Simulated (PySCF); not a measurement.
**Solvent effects on NMR parameters**

Atom-mapped SMILES (the numbers label the heavy atoms): `[Cl:1][C@@H:2]1[CH2:3][CH2:4][SiH2:5][CH2:6]1`. Each H is labelled by its parent atom. Ha(C3), Ha(C4), Ha(Si5), Ha(C6) are cis to Cl1 on the ring; Hb(C3), Hb(C4), Hb(Si5), Hb(C6) are trans to Cl1 on the ring.

GIAO PBE0/pcSseg-1 in PySCF 2.14.0 with density-fitted response routines on one PBE0-D3(BJ)/def2-SVP conformer, non-relativistic, equivalent nuclei averaged. Solvents enter as an IEF-PCM continuum (benzene with ε = 2.3, acetone with ε = 20.5) around the gas-phase geometry. Shifts are referred to TMS computed in the same medium.

In benzene, δ in ppm: C2 72.0, C3 39.5, C6 22.4, C4 4.1, Si5 -26.8, H(C2) 4.66, Ha(Si5) 4.31, Hb(Si5) 4.09, Ha(C3) 2.22, Hb(C3) 1.51, Ha(C6) 1.41, Ha(C4) 1.32, Hb(C6) 1.04, Hb(C4) 0.92. Dipole moment 2.42 D.

**Question.** How does each δ change in the more polar medium?

**Answer.** 
```
  atoms                                                environment  Δδ, acetone
     C2                                        sp3 CH bonded to Cl         +2.0
     C3                                          sp3 CH2 in a ring         +0.4
     C6                                       sp3 CH2 bonded to Si         +0.6
     C4                                       sp3 CH2 bonded to Si         +0.5
    Si5           silicon bonded to 2 C, 2 H, in a 5-membered ring         +0.3
  H(C2)                         hydrogen on an sp3 CH bonded to Cl        +0.16
Ha(Si5)  hydrogen on a silicon bonded to 2 C, in a 5-membered ring        -0.11
Hb(Si5)  hydrogen on a silicon bonded to 2 C, in a 5-membered ring        -0.03
 Ha(C3)                           hydrogen on an sp3 CH2 in a ring        -0.01
 Hb(C3)                           hydrogen on an sp3 CH2 in a ring        +0.16
 Ha(C6)                        hydrogen on an sp3 CH2 bonded to Si        -0.01
 Ha(C4)                        hydrogen on an sp3 CH2 bonded to Si        -0.09
 Hb(C6)                        hydrogen on an sp3 CH2 bonded to Si        +0.18
 Hb(C4)                        hydrogen on an sp3 CH2 bonded to Si        +0.10
```

Changes are relative to benzene. The dipole moment becomes 2.89 D in acetone.

**Question.** Which nuclei move most (in ppm), and what does the model miss?

**Answer.** C2 (sp3 CH bonded to Cl, +2.0 ppm) in acetone. A continuum only polarises the solute; specific hydrogen bonds, the anisotropy of aromatic solvents and changes of geometry or conformer are outside it.
